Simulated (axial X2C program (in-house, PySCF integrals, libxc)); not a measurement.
## Curves of RhF from open-shell CI on d8 s0

Computed with an axial X2C code built on PySCF integrals: two-component X2C with atomic mean-field Coulomb and Gaunt terms, basis Rh dyall-v3z, F dyall-av3z (cores contracted in-house). Orbitals come from Hartree–Fock averaged over the configuration Rh d8 s0; CI then distributes these electrons over the d, s shells of Rh.

Scan along the bond; masses Rh 102.906 u, F 18.998 u. Energies in cm⁻¹ from the lowest point; levels are followed by energy order within each Ω. Lowest level at 2.014 Å: 100% d8.

| R (Å) | (1)Ω=2 | (1)Ω=3 | (1)Ω=1 | (1)Ω=0 | (2)Ω=0 | (2)Ω=2 | (1)Ω=4 | (2)Ω=1 | (3)Ω=1 |
| --- | --- | --- | --- | --- | --- | --- | --- | --- | --- |
| 1.873 | 1288 | 1422 | 1613 | 1869 | 3477 | 3491 | 4148 | 3960 | 5068 |
| 1.944 | 239 | 353 | 548 | 790 | 2460 | 2469 | 2890 | 2865 | 3971 |
| 2.014 | 0 | 108 | 285 | 506 | 2237 | 2252 | 2441 | 2581 | 3684 |
| 2.095 | 416 | 528 | 668 | 861 | 2659 | 2691 | 2620 | 2948 | 4052 |
| 2.175 | 1322 | 1442 | 1538 | 1701 | 3562 | 3615 | 3306 | 3808 | 4921 |
| 2.266 | 2729 | 2861 | 2903 | 3034 | 4960 | 5038 | 4485 | 5166 | 6296 |
| 2.377 | 4745 | 4891 | 4871 | 4969 | 6964 | 7068 | 6258 | 7130 | 8288 |

Task: Fit the curves (1)Ω=2, (1)Ω=3, (1)Ω=1, (1)Ω=0, (2)Ω=0, (2)Ω=2, (1)Ω=4, (2)Ω=1, (3)Ω=1 near their minima.

Result: From the open-shell CI curves, Te from the lowest:

```tsv
level	Te (cm⁻¹)	Re (Å)	ωe (cm⁻¹)
(1)Ω=2	0	2.005	501.3
(1)Ω=3	108	2.005	504.7
(1)Ω=1	288	2.008	495.2
(1)Ω=0	511	2.011	490.1
(2)Ω=0	2235	2.003	498.3
(2)Ω=2	2249	2.002	503.1
(1)Ω=4	2429	2.031	472.8
(2)Ω=1	2585	2.010	495.4
(3)Ω=1	3688	2.010	497.0
```

Without dynamic correlation distances can be off by several hundredths of an Å (long for ionic bonds, short for multiple bonds) and the wavenumbers are rough.

The 9 lowest curves are shown; the next is (3)Ω=0, from 3762 cm⁻¹.

There is no dynamic correlation: spin–orbit spacings and, for f shells, spacings inside one term are the most reliable numbers, splittings between terms come out too wide, and energies between configurations are not reliable, so the lowest level need not be the ground state of the molecule. For d shells the ligand-field splittings (σ, π, δ) and their order can be off by a thousand cm⁻¹ or more. At most 4 roots were kept for each Ω > 0 (twice that for Ω = 0) within 3.2 eV of the lowest, so higher up levels can be missing between those listed; levels with Ω > 0 are doubly degenerate and listed once, Ω = 0 levels singly. States that fill the shells left empty in the average are placed too high.
